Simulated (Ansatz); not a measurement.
Basis-set extrapolation for `F[SiH2]S[SiH2]Cl` (PBE0-D4/def2-TZVP geometry, frozen core, Ansatz). Multiplicity 1, RHF reference.

```json
{"": "HF", "def2-TZVPP": "-1536.936759", "def2-QZVPP": "-1536.983989"}
{"": "MP2 correlation", "def2-TZVPP": "-0.855713", "def2-QZVPP": "-0.935837"}
{"": "CCSD(T) correlation", "def2-TZVPP": "-0.948104", "def2-QZVPP": "not run"}
```

Energies in hartree. Use E(X) = E(∞) + A·exp(−7.88·√X) for Hartree–Fock and E(X) = E(∞) + B·X^(−2.97) for correlation, with X = 3 and 4, and add CCSD(T) minus MP2 of the smaller set to the MP2 limit.

Question: What is the CCSD(T) energy at the basis-set limit?

Answer: HF limit: -1536.983989 + (-0.047230) × 0.13774 = -1536.99049. MP2 limit: -0.935837 + (-0.080124) × 0.74074 = -0.99519. Higher-order term: -0.948104 − (-0.855713) = -0.09239. Total: -1538.07807 hartree, 507.3 kJ/mol below CCSD(T)/def2-TZVPP.
